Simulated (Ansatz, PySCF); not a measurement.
singlet silylene (H$_{2}$Si), singlet, at a GFN2-xTB geometry, atoms displaced at random by about 0.03 Å a coordinate. Base run: HF/def2-TZVP, gradient in PySCF.

PySCF was given this input:
```python
from pyscf import gto, scf

mol = gto.M(
    atom='''
Si   -0.039447   -0.025244    0.089533
H     0.016930    1.130730   -0.828407
H     0.059002   -1.093917   -0.870156
''',
    basis='def2-tzvp',
    charge=0,
    spin=0,
    verbose=3,
)

mf = scf.RHF(mol)
mf.kernel()
g = mf.nuc_grad_method()
grad = g.kernel()
```

Programs used: Ansatz (a first-principles code), PySCF; a row that names a program was run with it.

The coordinate followed is x of atom 1.

Each row names what was changed in the base input (with any setting that the change needs).

```
change                                                  dE/dx (Eh/bohr)  net force (Eh/bohr)
------------------------------------------------------  ---------------  -------------------
base                                                           0.002945             0.000000
finite difference step (bohr) = 1e-5; conv_tol = 1e-11         0.002945                    -
code = ansatz                                                  0.002945             0.000000
density fitting = on                                           0.002948             0.000000
conv_tol = 1e-6                                                0.002945             0.000000
finite difference step (bohr) = 1e-3; conv_tol = 1e-11         0.002945                    -
finite difference step (bohr) = 0.05; conv_tol = 1e-11         0.002931                    -
finite difference step (bohr) = 0.01; conv_tol = 1e-11         0.002944                    -
conv_tol = 1e-11                                               0.002945             0.000000
finite difference step (bohr) = 0.2; conv_tol = 1e-11          0.002724                    -
density fitting = on; auxbasis_response = off                  0.002880             0.000827
conv_tol = 1e-4                                                0.002956             0.000000
```

The net force is zero for an exact gradient.
